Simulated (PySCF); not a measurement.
## Simulated absorption spectrum

[RuN(OH)4]- (charge -1 and singlet state).
SMILES: `[N]#[Ru-]([OH])([OH])([OH])[OH]`

The calculation used TDDFT B3LYP/def2-SVPD, vertical, gas phase, core orbitals frozen in the response, def2 core potentials past Kr (PySCF). Isolated species at its PBE0-D3(BJ)/def2-SVP geometry, gas phase. Spin–orbit coupling is left out. The geometry's basis has no diffuse functions, a weakness for an anion.

Broadening: Gaussians 0.25 eV wide at half height, area fixed by f = 4.319×10⁻⁹ ∫ε dν̃. The width is an assumption, not a result. The curve ends short of the highest state used, and states not computed would add to its high-energy end.

(λ (nm), ε (L mol⁻¹ cm⁻¹)): (273.0, 276), (276.5, 170), (280.0, 122), (283.5, 104), (287.1, 91), (290.6, 84), (294.1, 90), (297.6, 110), (301.1, 128), (304.7, 129), (308.2, 109), (311.7, 77), (315.2, 47), (318.7, 24), (322.2, 11), (325.8, 4), (329.3, 1), (332.8, 1), (336.3, 1), (339.8, 2), (343.4, 4), (346.9, 9), (350.4, 17), (353.9, 30), (357.4, 48), (360.9, 71), (364.5, 95), (368.0, 117), (371.5, 132), (375.0, 138), (378.5, 133), (382.1, 119), (385.6, 98), (389.1, 76), (392.6, 55), (396.1, 38), (399.7, 24), (403.2, 14), (406.7, 8), (410.2, 5), (413.7, 2), (417.2, 1), (420.8, 1), (424.3, 0)

Task: Locate the maxima and give the states behind the curve.

Result: 375 nm (3.31 eV), ε about 140, made up of S1 (93%); 303 nm (4.09 eV), ε about 130, made up of S3 (98%) (ε in L mol⁻¹ cm⁻¹; maxima over ε = 5, shares over 10%). At its high-energy end, 4.54 eV, the curve is still rising (ε about 270, from S5, S6 and S7). The states used: S1 3.30 eV (f 0.0012); S2 3.41 eV (f 0.0001); S3 4.08 eV (f 0.0012); S4 4.37 eV (f 0.0008); S5 4.62 eV (f 0.0019); S6 4.67 eV (f 0.0008); S7 4.77 eV (f 0.0045); S8 4.88 eV (f 0.016); S9 4.96 eV (f 0.017); S10 5.14 eV (f 0.0082).

Task: Does any computed singlet lie in the visible range?

Result: No computed singlet lies in the visible range (380 to 750 nm); the lowest, at 376 nm, stands 0.03 eV above its violet end (3.26 eV); a Tamm–Dancoff triplet lies at 457 nm, without intensity as long as spin–orbit coupling is left out.

Task: On this curve, what absorbance would a 10⁻³ mol/L sample give at 355 nm over a 1 cm path?

Result: 355 nm is 3.493 eV, where ε is about 36 L mol⁻¹ cm⁻¹, so A = ε c l ≈ 0.036 (Beer–Lambert, with the gas-phase spectrum and the assumed width).

Task: Coming from long wavelengths, where does ε first pass 100 L mol⁻¹ cm⁻¹?

Result: At about 385 nm (3.22 eV), 0.08 eV below S1.

No detachment energy is given for this anion; states above it aren't bound, and a finite basis only mimics them.
